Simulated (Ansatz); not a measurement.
Reaction (germylene formation by 1,1-elimination): `C[O][GeH]([SH])[O]C` → `C[O][Ge][O]C` + H₂S

Program: Ansatz. Geometries: PBE0-D4/def2-TZVP. ΔE: electronic, gas phase. CCSD(T)/CBS is the MP2 limit (def2-TZVPP, def2-QZVPP) plus CCSD(T) − MP2 in def2-TZVPP, frozen cores. This one scheme is used for every species. Functionals use def2-TZVPP. For Ge outer-core shells are correlated without core-valence functions, which leaves a few kJ/mol of doubt a bond. Scalar relativity is left out up to krypton. Each species was taken in one conformer, which may not be the lowest.

(1) Is it downhill or uphill in electronic energy at CCSD(T)/CBS, and by how much? (Estimate.)

(2) What do these levels give: ωB97X-V, B2PLYP, HF/def2-TZVPP, CCSD/def2-TZVPP, HF/CBS(def2), MP2/CBS(def2)? (An estimate is asked.)

Largest T1 diagnostic among the species: 0.015.

Results:

(1) Computed: Uphill: ΔE = +86.9 kJ/mol.

(2) Ansatz gave: ωB97X-V 95.9, B2PLYP 72.5, HF/def2-TZVPP 86.8, CCSD/def2-TZVPP 96.4, HF/CBS(def2) 84.2, MP2/CBS(def2) 96.8 kJ/mol.

In def2-TZVPP, CCSD(T) changes the Hartree–Fock value by +10.6 kJ/mol (the triples alone add +1.1 kJ/mol) and MP2 by +20.5 kJ/mol. From PBE to PBE0 (25 % exact exchange), in def2-TZVPP and without D4, ΔE moves by +22.0 kJ/mol.
